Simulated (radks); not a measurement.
Q: Species: the thallium ion Tl4+. Configuration: [Xe] 4f14 5d9. All-electron calculation, Dirac Kohn-Sham, exchange-only PBE, spin-unpolarised, spherical densities, finite nucleus; open shells fill j = l - 1/2 first; Fermi nuclear charge, rms radius 5.4759 fm. Program: a radial shooting solver on a logarithmic mesh with Libxc functionals. Some entries of the table are withheld. Estimate them.

orbital  occ.  eigenvalue (eV)  <r^2> (bohr^2)  <r> (bohr)
1s1/2       2        -85479.65       0.0003691     0.01632
2s1/2       2        -15244.98        0.005550     0.06808
2p1/2       2              (1)        0.003911     0.05589
2p3/2       4              (2)        0.005095     0.06468
3s1/2       2        -3672.500         0.03599      0.1770
3p1/2       2        -3398.950         0.03273      0.1674
3p3/2       4        -2939.760         0.03909      0.1835
3d3/2       4        -2486.351         0.02987         (3)
3d5/2       6        -2388.264         0.03159         (4)
4s1/2       2        -854.1970          0.1732      0.3916
4p1/2       2        -736.1155          0.1760      0.3931
4p3/2       4        -624.4444          0.2077      0.4274
4d3/2       4              (5)             (6)      0.4333
4d5/2       6              (7)             (8)      0.4444
5s1/2       2        -174.9582          0.8593         (9)
4f5/2       6        -160.9926          0.2590      0.4642
4f7/2       8        -156.3894          0.2663      0.4707
5p1/2       2        -135.1379            (10)      0.9369
5p3/2       4        -114.6389            (11)       1.027
5d3/2       4         -59.4653           1.890       1.282
5d5/2       5         -57.0167           2.010       1.322
6s1/2       0         -46.0918           4.865       2.091
6p1/2       0         -36.5936           6.272       2.373
6p3/2       0         -33.6526           7.285       2.560

A: 
(1) 2p1/2 eigenvalue (eV): -14641.20
(2) 2p3/2 eigenvalue (eV): -12575.65
(3) 3d3/2 <r> (bohr): 0.1595
(4) 3d5/2 <r> (bohr): 0.1644
(5) 4d3/2 eigenvalue (eV): -431.2515
(6) 4d3/2 <r^2> (bohr^2): 0.2170
(7) 4d5/2 eigenvalue (eV): -410.4126
(8) 4d5/2 <r^2> (bohr^2): 0.2281
(9) 5s1/2 <r> (bohr): 0.8757
(10) 5p1/2 <r^2> (bohr^2): 0.9895
(11) 5p3/2 <r^2> (bohr^2): 1.189
